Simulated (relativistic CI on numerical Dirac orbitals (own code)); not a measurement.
## Co3+ in a cubic cluster: 2p photoemission with charge transfer

Computed with a charge-transfer multiplet model of a cubic metal-ligand cluster with up to 2 ligand holes, Slater and spin-orbit integrals from Dirac-Coulomb-Breit ions, Slater integrals scaled by 0.7. The ground state mixes d6 with configurations of k ligand holes L, whose averages lie at kΔ + k(k − 1)U_dd/2; a core hole lowers each added d electron by U_cd. 300 K, Lorentzian 0.6 eV and Gaussian 0.8 eV FWHM.

Atomic integrals in eV (Slater integrals scaled, ζ unscaled), ground: F2dd 8.824, F4dd 5.512, zeta_d 0.071; with the core hole: F2dd 10.024, F4dd 6.297, zeta_d 0.102, zeta_core 9.658, F2cd 6.005, G1cd 4.623, G3cd 2.630.

Cluster parameters (eV): Δ = 2, U_cd = 8, 10Dq = 0.8, 10Dq(ligand) = 1, V(eg) = 1.25, V(t2g) = -0.55, final-state hopping factor = 0.9.

Weights, n_d and S are thermal averages at 300 K. Binding energies count from the first peak over 30 % of the highest in each spectrum, which can be another peak from case to case. The parameters are a model scan and need not match a compound or its usual spin state. Peaks in eV (height, largest 100): 0.0 (54), 1.5 (73), 6.4 (100), 12.1 (22), 16.7 (52), 19.9 (16), 23.2 (51).

Q: Which parameters give this spectrum?
A. U_dd = 7.1 eV
B. U_dd = 8.5 eV
C. U_dd = 6.4 eV

A: B. U_dd = 8.5 eV; the ground state then has 6.19 d electrons and S = 2.00. The choice follows from running the model for each set and comparing peak positions and heights.
